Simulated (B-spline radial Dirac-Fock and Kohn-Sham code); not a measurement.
# Dipole and non-dipole photoemission parameters of Pr 5p3/2

System: the Pr atom in the configuration [Xe] 4f3 6s2; threshold 23.63 eV (orbital energy of the model). Model: Dirac-Hartree-Slater photoionisation with a Latter tail; cross sections with all multipoles, angular parameters from the dipole term and its interference with E2. Program: an atomic code on a B-spline grid.

For linearly polarised light dσ/dΩ = σ/(4π) [1 + β P₂(cos θ) + (δ + γ cos²θ) sin θ cos φ], with θ from the polarisation vector and φ the angle between the beam and the projection of the electron momentum on the plane normal to the polarisation.

```
hν (eV)  σ (kb)       β       γ       δ
   72.3     360   0.172   0.255  -0.028
     80     293  -0.033   0.184  -0.021
   82.8     276  -0.082   0.158  -0.018
   98.9     211  -0.176   0.030   0.000
    100     208  -0.174   0.023   0.001
    101     206  -0.172   0.017   0.002
    150     133   0.243  -0.052   0.028
    200       ?       ?       ?       ?
    219    90.8   0.742   0.069   0.028
    236    84.0   0.829   0.098   0.027
    335    56.7   1.164   0.202   0.017
    427    42.0   1.336   0.228   0.010
 1253.6    8.39   1.707   0.002   0.000
   1320    7.67   1.713  -0.008   0.000
   1360    7.28   1.717  -0.014   0.000
   1380    7.09   1.718  -0.016   0.000
   1480    6.26   1.725  -0.025   0.001
 1486.9    6.21   1.726  -0.026   0.001
   1820    4.27   1.737  -0.033   0.002
   2000    3.56   1.739  -0.025   0.002
   3420    1.19   1.712   0.171   0.006
   3440    1.18   1.712   0.175   0.006
   3990   0.851   1.693   0.277   0.008
   4690   0.590   1.669   0.410   0.011
   5250   0.454   1.648   0.514   0.014
   5530   0.402   1.638   0.566   0.015
   6000   0.330   1.621   0.650   0.018
   8950   0.122   1.520   1.116   0.036
  11300  0.0656   1.448   1.420   0.054
  12300  0.0521   1.419   1.532   0.062
```

**Question.** Give the values at 200 eV.

**Answer.** σ = 99.6 kb, β = 0.630, γ = 0.035, δ = 0.030.

Values without a named source are computed, but for edge energies of neutral atoms, which are taken from tables.
